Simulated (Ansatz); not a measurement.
Computed with Ansatz on PBE0-D4/def2-TZVP structures; ΔE is electronic, products minus reactants. CBS: MP2 limit from def2 TZ/QZ plus the TZ coupled-cluster correction, frozen cores. DFT in def2-TZVPP. Elements past krypton have def2 core potentials. For Sn outer-core shells are correlated without core-valence functions, which leaves a few kJ/mol of doubt a bond. One conformer a species, not always the lowest.

Consider the ligand exchange at the Si–O bond: `[SiH3][O][Al]([SH])[SH]` + `[OH][Sn][F]` → `[F][Sn][O][SiH3]` + `[OH][Al]([SH])[SH]`.

Question: Is it downhill or uphill in electronic energy at CCSD(T)/CBS, and by how much? (Estimate.)

Answer: Ansatz gave: Nearly level: ΔE = -0.02 eV.

Question: What do these levels give: revPBE-D4, PBE0-D4, r2SCAN0-D4, ωB97X-V, B2PLYP, PBE, RPA@PBE/def2-TZVPP, HF/def2-SVP, CCSD/def2-SVP, MP2/def2-TZVPP, HF/CBS(def2), MP2/CBS(def2)? (Best estimate.)

Answer: The calculation gave: revPBE-D4 -0.01, PBE0-D4 -0.01, r2SCAN0-D4 0.00, ωB97X-V -0.02, B2PLYP -0.01, PBE 0.00, RPA@PBE/def2-TZVPP 0.00, HF/def2-SVP -0.06, CCSD/def2-SVP -0.07, MP2/def2-TZVPP -0.03, HF/CBS(def2) 0.01, MP2/CBS(def2) -0.03 eV.

Largest T1 diagnostic among the species: 0.018.

At CCSD(T), def2-SVP lies −0.05 eV from the extrapolated value and def2-TZVPP −0.00 eV. Leaving LDA and LC-ωPBE aside and taking each functional with its dispersion term where it has one, the values, not all of them listed here, spread over 0.03 eV, from ωB97M-V to r2SCAN-D4.
